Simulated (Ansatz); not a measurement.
# Ligand exchange: CH5F3Si2 + C2HClF2 → CH6F2Si2 + C2ClF3

Gas-phase species: CH5F3Si2 `F[SiH2]C[SiH](F)F`, singlet; C2HClF2 `FC(F)=CCl`, singlet; CH6F2Si2 `F[SiH2]C[SiH2]F`, singlet; C2ClF3 (chlorotrifluoroethylene) `FC(F)=C(F)Cl`, singlet. The partners trade F for H: Si–F and C–H bonds give way to Si–H and C–F.

Shapes, held fixed at every level: PBE0-D4/def2-TZVP. Flexible molecules stand in one conformer, not always the lowest. Programs: Ansatz 0.2.0. Electronic energies: no zero-point or thermal term.

```tsv
level	kind	ΔE (kJ/mol)	less CCSD(T)/CBS estimate
HF/def2-SVP	Hartree–Fock	+258.4	-16.0
HF/def2-TZVPP	Hartree–Fock	+279.8	+5.4
SPW92/def2-TZVPP	LDA	+242.9	-31.5
B3LYP-D4/def2-TZVPP	global hybrid	+262.3	-12.1
BHLYP-D4/def2-TZVPP	global hybrid	+273.5	-0.9
PBE0-D4/def2-TZVPP	global hybrid	+256.4	-18.0
wB97X-V/def2-TZVPP	range-separated hybrid	+260.0	-14.4
CCSD(T)/CBS estimate	coupled cluster or CI	+274.4	0.0
```

The highest level, CCSD(T)/CBS estimate, gives ΔE = +274.4 kJ/mol; the levels span +242.9 to +279.8. The column of differences is taken from that level and isn't an error. No measured value is set beside it here. The CBS estimate extrapolates MP2 from def2-TZVPP and def2-QZVPP and adds CCSD(T) − MP2 in the triple-zeta set, cores frozen.
